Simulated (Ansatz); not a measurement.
Start from `CNB(C)C` and change one atom or group to get `CB(C)CCl`.

Ansatz, PBE0-D4/def2-TZVP geometries, multiplicity 1. Each molecule was computed in one conformer, which needn't be the lowest.

```csv
property,`CNB(C)C`
HOMO energy (PBE0/def2-TZVPP) / eV,-7.36
HOMO–LUMO gap (PBE0/def2-TZVPP) / eV,8.25
LUMO energy (ωB97M-V/def2-TZVPP) / eV,2.12
LUMO energy (PBE/def2-TZVPP) / eV,0.14
LUMO energy (B3LYP/def2-TZVPP) / eV,0.57
size of the dipole moment (B3LYP/def2-TZVPP) / D,1.34
```

Question: Give the same properties after the change, and the shifts. (Estimate.)

Answer: The calculation gave: 
```tsv
property	`CB(C)CCl`	shift
HOMO energy (PBE0/def2-TZVPP) / eV	-8.10	-0.74
HOMO–LUMO gap (PBE0/def2-TZVPP) / eV	7.42	-0.83
LUMO energy (ωB97M-V/def2-TZVPP) / eV	1.31	-0.81
LUMO energy (PBE/def2-TZVPP) / eV	-1.70	-1.84
LUMO energy (B3LYP/def2-TZVPP) / eV	-0.90	-1.47
size of the dipole moment (B3LYP/def2-TZVPP) / D	1.72	0.38
```

With PBE0 the HOMO falls by 0.74 eV and the LUMO falls by 1.57 eV, so the gap narrows by about 0.83 eV. PBE moves the HOMO by -0.69 eV and ωB97M-V by -0.66 eV. Dipoles are sizes alone; their direction can turn.

B3LYP here is the variant with VWN-RPA as its local correlation; programs differ in this.
